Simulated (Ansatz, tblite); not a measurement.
Removing and adding an electron: LaF3. Total charge 0; singlet. Geometry: PBE0-D4/def2-TZVP. Ansatz, gas phase; energy differences of separate SCF runs; the oxidised species was run as a doublet alone; the reduced species was run as a doublet alone.

```xyz
4

La   -0.301   -0.206   -0.055
F     0.055    0.670   -1.979
F     1.165   -1.639    0.569
F    -0.919    1.174    1.464
```

In the def2 sets La takes a core potential; there is no spin–orbit coupling. The xTB rows come from tblite. Correlated methods freeze 3 core orbitals; core or outer-core shells of La are correlated, in sets that lack core-valence functions. In CCSD on the charge 1 doublet the largest single amplitude is 0.35, so its Hartree–Fock determinant may place the open shell otherwise than the density functionals do. HOMO above LUMO, or a gap near zero within one spin, warns that the state may not be the lowest or that an electron is smeared out.

```
               level  −HOMO (eV)  vertical IE (eV)  −LUMO (eV)  vertical EA (eV)  HOMO–LUMO gap (eV)  IE − EA (eV)                                     remarks
            GFN1-xTB       13.63             17.59       12.39              8.55                1.24          9.04                                           –
    PBE-D4/def2-TZVP        8.03             11.40        2.80                 –                5.23             –  gap within one spin near zero (+1 doublet)
r2SCAN-D4/def2-TZVPD        8.46                 –        2.24              0.82                6.23             –                HOMO above zero (-1 doublet)
     CCSD/def2-TZVPP           –             13.11           –                 –                   –             –               large T1 (0.053) (+1 doublet)
  CCSD(T)/def2-TZVPP           –             13.03           –                 –                   –             –               large T1 (0.053) (+1 doublet)
```

Estimate the rows for GFN2-xTB, PBE-D4/def2-TZVPD, r2SCAN-D4/def2-TZVP, PBE0-D4/def2-TZVP, PBE0-D4/def2-TZVPD.


```json
{"level": "GFN2-xTB", "−HOMO (eV)": "13.98", "vertical IE (eV)": "17.55", "−LUMO (eV)": "11.42", "vertical EA (eV)": "8.09", "HOMO–LUMO gap (eV)": "2.56", "IE − EA (eV)": "9.47", "remarks": "–"}
{"level": "PBE-D4/def2-TZVPD", "−HOMO (eV)": "8.11", "vertical IE (eV)": "–", "−LUMO (eV)": "2.79", "vertical EA (eV)": "0.86", "HOMO–LUMO gap (eV)": "5.31", "IE − EA (eV)": "–", "remarks": "HOMO above zero (-1 doublet)"}
{"level": "r2SCAN-D4/def2-TZVP", "−HOMO (eV)": "8.41", "vertical IE (eV)": "11.62", "−LUMO (eV)": "2.26", "vertical EA (eV)": "–", "HOMO–LUMO gap (eV)": "6.15", "IE − EA (eV)": "–", "remarks": "–"}
{"level": "PBE0-D4/def2-TZVP", "−HOMO (eV)": "9.90", "vertical IE (eV)": "12.14", "−LUMO (eV)": "2.15", "vertical EA (eV)": "–", "HOMO–LUMO gap (eV)": "7.75", "IE − EA (eV)": "–", "remarks": "–"}
{"level": "PBE0-D4/def2-TZVPD", "−HOMO (eV)": "9.96", "vertical IE (eV)": "–", "−LUMO (eV)": "2.13", "vertical EA (eV)": "0.86", "HOMO–LUMO gap (eV)": "7.82", "IE − EA (eV)": "–", "remarks": "HOMO above zero (-1 doublet)"}
```

Run but left out: HF/def2-TZVPP, MP2/def2-TZVPP (charge +1 doublet: a determinant that CCSD turns far, T1 0.053).   A HOMO above zero means that the electron is unbound at that level or that self-interaction error raises the level; the energy of removing that electron tells which. Raw xTB energy differences between charge states are shifted by several eV; the methods need an empirical correction for them.
